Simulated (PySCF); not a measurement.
iodine monochloride (ClI), SMILES ClI.

Geometry: B3LYP-D3(BJ)/def2-TZVP. The def2 effective core potentials stand for the cores of I; spin–orbit coupling is left out.

These are PySCF 2.14.0 with TDDFT-PBE0/def2-TZVPD values and carry that method's errors.

Vertical excitations; the highest root listed may be one member of a degenerate set. Gas-phase values at a fixed geometry. State labels are in the subgroup C2v.

```json
[
 {"state": "S1", "symmetry": "B1", "energy (eV)": "2.62", "λ (nm)": "473", "f": "0.001", "main pairs": "HOMO−1→LUMO (degenerate set)"},
 {"state": "S2", "symmetry": "B2", "energy (eV)": "2.62", "λ (nm)": "473", "f": "0.001", "main pairs": "HOMO→LUMO (degenerate set)"},
 {"state": "S3", "symmetry": "B1", "energy (eV)": "4.99", "λ (nm)": "249", "f": "0.001", "main pairs": "HOMO−3→LUMO (degenerate set)"},
 {"state": "S4", "symmetry": "B2", "energy (eV)": "4.99", "λ (nm)": "249", "f": "0.001", "main pairs": "HOMO−2→LUMO (degenerate set)"},
 {"state": "S5", "symmetry": "B1", "energy (eV)": "7.17", "λ (nm)": "173", "f": "0.071", "main pairs": "HOMO−1→LUMO+1 (degenerate set)"},
 {"state": "S6", "symmetry": "B2", "energy (eV)": "7.17", "λ (nm)": "173", "f": "0.071", "main pairs": "HOMO→LUMO+1 (degenerate set)"},
 {"state": "S7", "symmetry": "B1", "energy (eV)": "7.71", "λ (nm)": "161", "f": "0.019", "main pairs": "HOMO−1→LUMO+2 (degenerate set)"},
 {"state": "S8", "symmetry": "B2", "energy (eV)": "7.71", "λ (nm)": "161", "f": "0.019", "main pairs": "HOMO→LUMO+2 (degenerate set)"},
 {"state": "S9", "symmetry": "A1", "energy (eV)": "7.75", "λ (nm)": "160", "f": "0.342", "main pairs": "HOMO−4→LUMO 38 %, HOMO−1→LUMO+3 26 %, HOMO→LUMO+4 26 %"},
 {"state": "S10", "symmetry": "A1", "energy (eV)": "7.76", "λ (nm)": "160", "f": "0.000", "main pairs": "HOMO→LUMO+4 50 %, HOMO−1→LUMO+3 50 %"},
 {"state": "T1", "symmetry": "B1", "energy (eV)": "1.91", "λ (nm)": "651", "f": "0", "main pairs": "HOMO−1→LUMO (degenerate set)"},
 {"state": "T2", "symmetry": "B2", "energy (eV)": "1.91", "λ (nm)": "651", "f": "0", "main pairs": "HOMO→LUMO (degenerate set)"},
 {"state": "T3", "symmetry": "B1", "energy (eV)": "4.29", "λ (nm)": "289", "f": "0", "main pairs": "HOMO−3→LUMO (degenerate set)"},
 {"state": "T4", "symmetry": "B2", "energy (eV)": "4.29", "λ (nm)": "289", "f": "0", "main pairs": "HOMO−2→LUMO (degenerate set)"}
]
```
Triplets are in the Tamm–Dancoff approximation, which puts them higher than full response would, so one can lie above its singlet here.
